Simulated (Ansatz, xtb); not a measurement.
**Relative energy of two isomers of C5H6BrClO**

Structure a is `ClC1=COC[C@H](Br)C1`, a singlet and structure b is `C[C@H](Br)/C(Cl)=C\C=O`, a singlet. Both are isolated molecules in the gas phase, relaxed with B3LYP-D3(BJ)/def2-SVP; the shapes shown needn't be the lowest conformers.

a (Å):

```yaml
atoms:
  - { symbol: C, position_ang: [-1.3604, -0.9877, 0.5027] }
  - { symbol: C, position_ang: [-0.3199, -1.2149, -0.3143] }
  - { symbol: C, position_ang: [0.1621, 1.0790, -0.4576] }
  - { symbol: C, position_ang: [-0.4271, 1.2653, 0.9333] }
  - { symbol: C, position_ang: [-1.6364, 0.3498, 1.1255] }
  - { symbol: Br, position_ang: [0.9576, 0.8905, 2.2976] }
  - { symbol: Cl, position_ang: [-2.4468, -2.2889, 0.9248] }
  - { symbol: O, position_ang: [0.5536, -0.2576, -0.7154] }
  - { symbol: H, position_ang: [-0.0788, -2.2014, -0.7129] }
  - { symbol: H, position_ang: [1.0526, 1.7018, -0.6082] }
  - { symbol: H, position_ang: [-0.6124, 1.3790, -1.1918] }
  - { symbol: H, position_ang: [-0.6907, 2.3180, 1.0912] }
  - { symbol: H, position_ang: [-1.8659, 0.2317, 2.1948] }
  - { symbol: H, position_ang: [-2.5251, 0.8193, 0.6637] }
```

b (Å):

```xyz
14

C    -0.3820    2.8131   -0.1815
C    -0.1267    1.4680    0.4757
C    -0.3776    0.2784   -0.3978
C    -1.1603   -0.7783   -0.0830
C    -1.9023   -0.9676    1.1804
Br    1.7591    1.3652    1.1172
Cl    0.4093    0.2964   -1.9544
O    -1.9701   -0.1945    2.1138
H     0.2568    2.9575   -1.0634
H    -0.1905    3.6234    0.5350
H    -1.4372    2.8676   -0.4976
H    -0.7195    1.3371    1.3861
H    -1.2587   -1.5839   -0.8142
H    -2.4426   -1.9462    1.2255
```

Quicker runs give these differences E(b) − E(a): GFN2-xTB +20.01 kcal/mol; HF/STO-3G +34.18 kcal/mol (at GFN2-xTB geometries); r2SCAN-D4/def2-SVP +1.78 kcal/mol (at GFN2-xTB geometries).

Task: Estimate E(b) − E(a) at the level CCSD(T)/def2-SVP + ΔMP2/def2-TZVPP.

Result: Not settled: CCSD(T)/def2-SVP + ΔMP2/def2-TZVPP gives E(b) − E(a) = +1.53 kcal/mol, but this leans on the basis-set step: CCSD(T) alone gives −0.62 kcal/mol.

The same difference at several levels:

| level | geometry | E(b) − E(a) (kcal/mol) | departure from the last row (kcal/mol) | job, with rough time for the two |
| --- | --- | --- | --- | --- |
| GFN2-xTB | GFN2-xTB | +20.01 | +18.48 | optimisation, 0.16 s |
| HF/STO-3G | GFN2-xTB | +34.18 | +32.65 | single point, 0.58 s |
| r2SCAN-D4/def2-SVP | GFN2-xTB | +1.78 | +0.25 | single point, 4.6 s |
| B3LYP-D3(BJ)/def2-SVP | B3LYP-D3(BJ)/def2-SVP | −0.48 | −2.01 | optimisation, 51 s |
| HF/def2-SVP | B3LYP-D3(BJ)/def2-SVP | +1.30 | −0.23 | part of the CCSD(T) run |
| MP2/def2-SVP | B3LYP-D3(BJ)/def2-SVP | −0.93 | −2.45 | part of the CCSD(T) run |
| CCSD(T)/def2-SVP | B3LYP-D3(BJ)/def2-SVP | −0.62 | −2.15 | single point |
| CCSD(T)/def2-SVP + ΔMP2/def2-TZVPP | B3LYP-D3(BJ)/def2-SVP | +1.53 |  | single point, 2.6 min |

As drawn, b has 1 C=O in place of 2 C–O. Structure a has a 6-membered ring, b no ring.

MP2/def2-SVP, CCSD(T)/def2-SVP put the two in the other order. B3LYP-D3(BJ)/def2-SVP finds them nearly level. The largest departure from CCSD(T)/def2-SVP + ΔMP2/def2-TZVPP is that of HF/STO-3G, 32.65 kcal/mol. The last row adds to CCSD(T) the change of the MP2 difference between the two basis sets, here +2.15 kcal/mol.

With thermal terms from frequencies at re-optimised GFN2-xTB minima (ideal gas, soft modes damped towards free rotors, one conformer each, 298.15 K, 1 atm): on the last row, ΔE + ΔZPE = −0.62, ΔH = +0.45, ΔG = −1.89 kcal/mol.

The correlated steps freeze 20 core orbitals; the filled d shell of Br is correlated, in a basis made for valence electrons. Run with Ansatz 0.2.0, xtb 6.7.1; the last row on 4 threads of Arm Neoverse V2 on a shared host.
